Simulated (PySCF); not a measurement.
## How methods differ on the excitation energy of Sb⁺

Sb⁺ [Kr] 4d10 5s2 5p2 (3P) → Sb⁺ [Kr] 4d10 5s2 5p1 6s1, s spin flipped, as a difference of total energies. Computed with PySCF 2.14 in x2c-TZVPPall with one added diffuse shell each of s, p, d, f type (9s7p5d3f, 76 functions), with scalar relativity by spin-free X2C-1e. Correlated levels: valence and next inner shell: [Ar] 3d10 frozen. The calculations carry no spin-orbit coupling.

| method | excitation energy (cm⁻¹) |
| --- | --- |
| UHF | 68385 |
| MP2 (valence and next inner shell) | 68939 |
| SCS-MP2 (valence and next inner shell) | 68279 |

The upper determinant mixes two multiplicities, so it lies between the two terms.

The promoted electron is Rydberg-like, and one or two diffuse shells describe it only roughly, which tends to raise the upper state.
